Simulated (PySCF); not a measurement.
## Ge²⁺ (germanium, charge +2) across methods

[Ar] 3d10 4s1 4p1, 4s spin antiparallel (an excited configuration). Calculation: PySCF 2.14, in aug-cc-pwCVDZ-PP with ECP10MDF (6s5p4d1f, 48 functions); a scalar-relativistic core potential.

```
   method  E (hartree)  mean ε 3d α (eV)  mean ε 4s β (eV)  mean ε 4p α (eV)  Σ⟨r²⟩ (bohr²)   ⟨S²⟩
   r2SCAN    -293.1889           -51.726           -30.648           -21.043          20.93  1.000
  r2SCAN0    -293.1799           -55.460           -31.651           -21.816          20.98  1.000
BHandHLYP    -293.1694           -58.858           -32.413           -22.391          21.07  1.000
      UHF   -292.17973           -65.479           -33.688           -23.368          21.43  1.000
     PBE0    -293.2748           -55.122           -31.260           -21.645          21.00  1.000
      LDA    -292.8240           -51.492           -30.614           -20.839          20.88  1.000
    HSE06    -293.2683           -54.687           -30.973           -21.267          20.98  1.000
      PBE    -293.3132           -51.275           -30.182           -20.802          20.96  1.000
     TPSS    -293.2407           -51.297           -30.051           -20.814          20.96  1.000
```

Energies and moments cover only the electrons outside the core potential. With the s spin flipped the determinant is a mixture of two multiplicities, not a spectroscopic state.
